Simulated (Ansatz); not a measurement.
Consider the formal exchange of groups at the Al–H bond: `B[CH2][AlH2]` + `C/N=[CH]\[GeH3]` → `B[CH2][AlH][GeH3]` + `C=NC`.

Computed with Ansatz on PBE0-D4/def2-TZVP structures; ΔE is electronic, products minus reactants. CBS: MP2 limit from def2 TZ/QZ plus the TZ coupled-cluster correction, frozen cores. For Ge outer-core shells are correlated without core-valence functions, which leaves a few kJ/mol of doubt a bond. Scalar relativity is left out up to krypton. Each species was taken in one conformer, which may not be the lowest.

```json
{"species": "`B[CH2][AlH2]`", "SCS-MP2/def2-QZVPP energy (Eh)": "-308.39009"}
{"species": "`C/N=[CH]\\[GeH3]`", "SCS-MP2/def2-QZVPP energy (Eh)": "-2210.74259"}
{"species": "`B[CH2][AlH][GeH3]`", "SCS-MP2/def2-QZVPP energy (Eh)": "-2385.44684"}
{"species": "`C=NC`", "SCS-MP2/def2-QZVPP energy (Eh)": "-133.70493"}
```

Problem. Work out ΔE.

Solution. ΔE = (-2385.44684) + (-133.70493) − (-308.39009) − (-2210.74259) = -0.01909 Eh = -50.1 kJ/mol. CCSD(T)/CBS gives -55.7 kJ/mol.

Largest T1 diagnostic among the species: 0.012.
